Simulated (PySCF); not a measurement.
Stepwise substitution at one centre (Ga F-CH3). All species are isolated molecules in the gas phase. Strings in code marks are SMILES.

The dipole moment from two functionals at the same geometries (B3LYP-D3(BJ)/def2-TZVP), both in PySCF: PBE-D3(BJ)/def2-TZVP and B3LYP-D3(BJ)/def2-TZVP. B3LYP has the VWN-RPA correlation part, as in Gaussian. 

```csv
species,PBE-D3(BJ)/def2-TZVP (D)
0 of 3 F replaced by CH3 (`[F][Ga]([F])[F]`),0.00
1 of 3 F replaced by CH3,3.45
2 of 3 F replaced by CH3 (`[Ga]([F])([CH3])[CH3]`),2.70
3 of 3 F replaced by CH3 (`[CH3][Ga]([CH3])[CH3]`),0.01
```

### Question
What does B3LYP-D3(BJ)/def2-TZVP give for each?

### Answer

- 0 of 3 F replaced by CH3 (`[F][Ga]([F])[F]`): 0.00
- 1 of 3 F replaced by CH3: 3.59
- 2 of 3 F replaced by CH3 (`[Ga]([F])([CH3])[CH3]`): 2.83
- 3 of 3 F replaced by CH3 (`[CH3][Ga]([CH3])[CH3]`): 0.01
Over these rows, drawn at random from the members with no instability flagged (it was tested for open shells, ions and some series alone), PBE minus B3LYP-D3(BJ): mean -0.07 D, from -0.14 D to 0.00 D.
